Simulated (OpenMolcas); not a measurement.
# Exact exchange and the vertical energy of the triplet above the singlet of C2H6AlF

The species is C2H6AlF (10 atoms), meant as a singlet with charge 0. SMILES: `[CH3][Al]([CH3])[F]`. The coordinates come from a PBE0-D4/def2-TZVP relaxation.

The vertical energy of the triplet above the singlet y, in eV, basis def2-SVP; a is the functional's share of exact exchange. Programs: OpenMolcas 26.06.

| functional | program | a | y (eV) |
| --- | --- | --- | --- |
| PBE | OpenMolcas | 0 | 5.44 |
| BLYP | OpenMolcas | 0 | 5.49 |
| B3LYP | OpenMolcas | 0.2 | ? |
| PBE0 | OpenMolcas | 0.25 | 5.84 |
| BHLYP | OpenMolcas | 0.5 | 6.23 |

Problem. Fit y = c + s·a to the known rows and predict B3LYP.

Solution. 
1. Means of the 4 rows: a = 0.1875, y = 5.750.
2. Σ(Δa)² = 0.17188, Σ(Δa·Δy) = 0.2625, so the slope is 0.2625/0.17188 = 1.5272.
3. Intercept: 5.750 − (1.5272) × 0.1875 = 5.464. The largest residual of the fit is 0.026.
4. B3LYP: 5.464 + (1.5272) × 0.2 = 5.77 eV.

The run gave 5.83 eV, so the prediction is off by -0.06 eV, more than the largest residual. The rows mix families of semi-local functionals, which the line can't see.
